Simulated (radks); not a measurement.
Results of a calculation; reference values are marked as such.
The tellurium ion Te2+ inside a hard spherical wall (all orbitals vanish at R), configuration held at [Kr] 4d10 5s2 5p2 and not refilled when levels cross. Level of theory: scalar-relativistic Kohn-Sham, PBEsol, spin-unpolarised, spherical densities, point nucleus (a radial shooting solver on a logarithmic mesh with Libxc functionals). Eigenvalues in eV, with the zero of energy where the potential of the charges vanishes at infinity; a dash marks a level that is unbound or too diffuse for the functional's potential to be trusted. A positive occupied level is held by the wall or, in an anion where self-interaction has pushed it up, behind a barrier. The pressure on the wall is -dE/dV.

| R (bohr) | E (hartree) | kinetic (hartree) | e(4p) | e(4d) | e(5s) | e(5p) | e(6s, empty) | e(5d, empty) | pressure (GPa) |
|---|---|---|---|---|---|---|---|---|---|
| free | -6790.56662 | 7114.535 | -133.68 | -60.948 | -32.801 | -22.358 | -10.307 | -10.228 | 0 |
| 20 | -6790.56662 | 7114.535 | -133.68 | -60.948 | -32.801 | -22.358 | -10.307 | -10.228 | < 0.0001 |
| 10 | -6790.56662 | 7114.535 | -133.68 | -60.948 | -32.801 | -22.358 | -10.274 | -10.221 | < 0.0001 |
| 7 | -6790.56619 | 7114.541 | -133.66 | -60.927 | -32.785 | -22.338 | -9.356 | -9.953 | 0.0430 |
| 4 | -6790.39696 | 7115.669 | -131.16 | -58.517 | -30.614 | -19.263 | 10.822 | -2.232 | 47.4 |
| 3 | -6789.39327 | 7120.443 | -124.61 | -52.277 | -22.085 | -7.664 | 56.468 | 17.206 | 608 |
| 2.5 | -6787.26435 | 7129.291 | -116.24 | -44.149 | -6.884 | 11.572 | 117.25 | 44.510 | 2680 |
| 1.5 | -6748.80101 | 7265.157 | -42.060 | 37.303 | 197.18 | 237.79 | 640.03 | 297.20 | 132000 |
